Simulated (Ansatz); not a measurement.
Si(H)(F)2(Et) (C2H6F2Si), SMILES CC[SiH](F)F.

Geometry optimised at PBE0-D3(BJ)/def2-SVP. The values are those of a single conformer.

Two levels are set side by side: PBE/def2-SVPD (Ansatz, a first-principles code) and CAM-B3LYP/def2-SVPD (Ansatz). Energy differences of separate SCF runs at the same geometry; the states with an electron removed or added have multiplicity 2 and 2. Differences are taken from unrounded values.

```
quantity                             PBE
---------------------------------  -----
vertical ionisation energy (eV)    10.69
vertical singlet–triplet gap (eV)   7.30
```

Question: These are the PBE values. What does CAM-B3LYP give? (The exact figures need the calculation; the answer reports its results.)

Answer: 
| quantity | CAM-B3LYP | PBE minus CAM-B3LYP |
|---|---|---|
| vertical ionisation energy (eV) | 11.36 | -0.67 |
| vertical singlet–triplet gap (eV) | 8.19 | -0.89 |
